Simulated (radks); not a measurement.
The numbers below are computed, except where a source is named.
All-electron atom: Yb in [Kr] 4d10 4f14 5s1.75 5p6 6s2 6p0.25 (fractional occupations, a model configuration). Code: a radial shooting solver on a logarithmic mesh with Libxc functionals. Model: scalar-relativistic Kohn-Sham, PBEsol, spin-unpolarised, spherical densities, point nucleus.

Local quantities along the radius. ELF = 1/(1 + alpha^2) is the electron localisation function; alpha = (tau - tau_W)/tau_unif compares the Pauli kinetic energy density with that of the uniform gas. tau is taken from the large components.

r (bohr)    ELF    alpha
0.002216  0.999  0.02931
0.003076  0.999  0.03526
0.004236  0.998  0.04555
0.005833  0.996  0.06489
0.008097  0.989   0.1062
0.01115   0.961   0.2005
0.01536   0.837   0.4408
0.02132   0.499    1.001
0.02936   0.330    1.426
0.04043   0.522   0.9566
0.05612   0.737   0.5971
0.07729   0.620   0.7828
0.1064    0.344    1.382
0.1478    0.585   0.8418
0.2035    0.715   0.6317
0.2802    0.297    1.540
0.389     0.511   0.9778
0.5357    0.705   0.6469
0.7436    0.440    1.129
1.024     0.378    1.282
1.41      0.537   0.9277
1.958     0.297    1.540
2.696     0.112    2.818
3.713     0.546   0.9120
5.154     0.759   0.5630
7.098     0.169    2.219
9.775     0.007    12.11
13.57     0.000    49.84

On this mesh the ELF has minima near r = 0.029, 0.11, 0.33, 0.87, 2.7 bohr, which separate the shells, and maxima near 0.056 (0.74), 0.20 (0.71), 0.54 (0.70), 1.4 (0.54), 4.4 (0.77).

Self-consistent cycle (total energy in hartree, residual of the potential): 1: -14048.65832, 7e+00; 2: -14054.19353, 2e+00; 3: -14054.88544, 9e-01; 4: -14054.69411, 1e+00; 5: -14054.77458, 8e-01; 6: -14054.86834, 5e-01; 7: -14054.91157, 3e-01; 8: -14054.93456, 2e-02; 9: -14054.93468, 6e-04; 10: -14054.93468, 6e-04; 11: -14054.93468, 6e-05; 12: -14054.93468, 1e-04; 13: -14054.93468, 2e-05; 14: -14054.93468, 4e-08; 15: -14054.93468, 7e-09.
